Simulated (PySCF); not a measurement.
AlH, SMILES [AlH] (connectivity only; charge and spin as stated), charge +1, multiplicity 2.

Geometry: B3LYP-D3(BJ)/def2-TZVPD. The spin state was assumed, not searched.

The numbers are results of PBE0/def2-TZVPD (PySCF), not measurements.

| Quantity | Result |
|---|---|
| total energy | -242.56164 hartree |
| point group | C∞v |
| α spin, highest occupied and lowest empty level | -14.11 and -8.56 eV |
| β spin, highest occupied and lowest empty level | -17.20 and -10.39 eV |
| dipole moment about the centre of nuclear charge | 0.61 D |
| mean static polarisability | 26.0 bohr³ (3.85 Å³) |
| polarisability, principal values | 24.6, 24.6, 28.9 bohr³ |
| ⟨S²⟩ | 0.760 (pure state 0.75) |
